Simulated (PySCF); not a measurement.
Simulated absorption spectrum

C₃H₆B₂.
InChI=1S/C3H6B2/c1-2-5-3-4/h1,5H,3-4H2

Theory: PySCF, TDDFT CAM-B3LYP/def2-SVPD, vertical, gas phase, core orbitals frozen in the response. One conformer (not necessarily the lowest) at the PBE0-D3(BJ)/def2-SVP geometry, without solvent, vibrations or thermal averaging. Torsions of this conformer, `[BH2:1][CH2:2][BH:3][C:4]#[CH:5]`: B1–C2–B3–C4 -107°.

Broadening: Gaussians 0.3 eV wide at half height, area fixed by f = 4.319×10⁻⁹ ∫ε dν̃. The width is an assumption, not a result. The curve ends short of the highest state used, and states not computed would add to its high-energy end.

E (eV), ε (L mol⁻¹ cm⁻¹) and a bar:
```
     3.73          0 
     3.84          4 
     3.95         26 
     4.06         81 
     4.17        123 
     4.28         88 
     4.39         30 
     4.50          5 
     4.61          0 
     4.72          0 
     4.83          0 
     4.94          3 
     5.05         65 
     5.16        667 ##
     5.27       3245 ###########
     5.38       7564 ###########################
     5.49       8529 ##############################
     5.60       4752 #################
     5.71       1440 #####
     5.82        595 ##
     5.93        748 ###
     6.04        658 ##
     6.15        347 #
     6.26        251 #
     6.37        255 #
     6.48        274 #
     6.59        595 ##
     6.70       1148 ####
     6.81       1547 #####
     6.92       1855 #######
```

Question: Where are the band maxima, and which computed states make them?

Answer: 297 nm (4.18 eV), ε about 120, made up of S1 (100%); 227 nm (5.45 eV), ε about 8900, made up of S2 (95%); 208 nm (5.96 eV), ε about 770, made up of S4 (99%); 196 nm (6.33 eV), ε about 260, made up of S5 (93%) (hardly more than a shoulder) (ε in L mol⁻¹ cm⁻¹; maxima over ε = 5, shares over 10%). At its high-energy end, 6.92 eV, the curve is still rising (ε about 1900, from S6, S7 and S8). The states used: S1 4.18 eV (f 0.0014); S2 5.45 eV (f 0.093); S3 5.56 eV (f 0.0076); S4 5.97 eV (f 0.0085); S5 6.34 eV (f 0.0027); S6 6.73 eV (f 0.011); S7 6.95 eV (f 0.0079); S8 7.01 eV (f 0.011); S9 7.42 eV (f 0.016); S10 7.52 eV (f 0.032).

Question: On this curve, what absorbance would a 10⁻³ mol/L sample give at 222 nm over a 1 cm path?

Answer: 222 nm is 5.585 eV, where ε is about 5400 L mol⁻¹ cm⁻¹, so A = ε c l ≈ 5.4 (Beer–Lambert, with the gas-phase spectrum and the assumed width).

Question: What would ε be at 5.45 eV, the highest of these maxima, with half the width (0.15 eV)?

Answer: About 17100 L mol⁻¹ cm⁻¹ against 8870, a factor of about 1.9; a lone state at its own centre would give exactly 2.

Question: Coming from long wavelengths, where does ε first pass 100 L mol⁻¹ cm⁻¹?

Answer: At about 303 nm (4.09 eV), 0.08 eV below S1.

The vertical ionisation energy (ΔSCF) is 10.30 eV, 2.78 eV above S10.

On one thread of an Arm Neoverse V1, on a shared host, this took 64 s of wall time.
